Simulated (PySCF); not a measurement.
C2H6GeO2, SMILES C=C[O][GeH2][OH].

Geometry optimised at r2SCAN-D4/def2-SVP. The structure was generated by enumeration, and PubChem lists no compound with its InChIKey, so it may never have been made. One conformer was computed; it need not be the lowest.

Two levels are set side by side: TDA-PBE/def2-SVPD (PySCF) and TDA-M06-2X/def2-SVPD (PySCF). Vertical, same geometry. The lowest singlet is HOMO→LUMO 94 % with PBE and HOMO→LUMO 51 %, HOMO→LUMO+1 26 %, HOMO→LUMO+2 14 % with the other functional; states are paired by order. Differences are taken from unrounded values.

| quantity | TDA-M06-2X |
|---|---|
| lowest singlet excitation (eV) | 6.20 |
| lowest triplet excitation (TDA) (eV) | 4.49 |
| first bright state (f over 0.05) (eV) | 6.56 |
| its oscillator strength | 0.06 |

Q: What does TDA-PBE give, and how far is it from TDA-M06-2X? (The exact figures need the calculation; the answer reports its results.)

A: 
```
quantity                               TDA-PBE  TDA-PBE minus TDA-M06-2X
-------------------------------------  -------  ------------------------
lowest singlet excitation (eV)            4.73                     -1.47
lowest triplet excitation (TDA) (eV)      4.18                     -0.31
first bright state (f over 0.05) (eV)     6.68                      0.12
its oscillator strength                   0.14                      0.08
```

A lower first singlet is the usual sign of a functional without exact exchange. Differences between two approximate levels are no errors against the true value.

Rough cost on one machine, each run with all the roots and properties that it gave: TDA-M06-2X against TDA-PBE about 9 times.
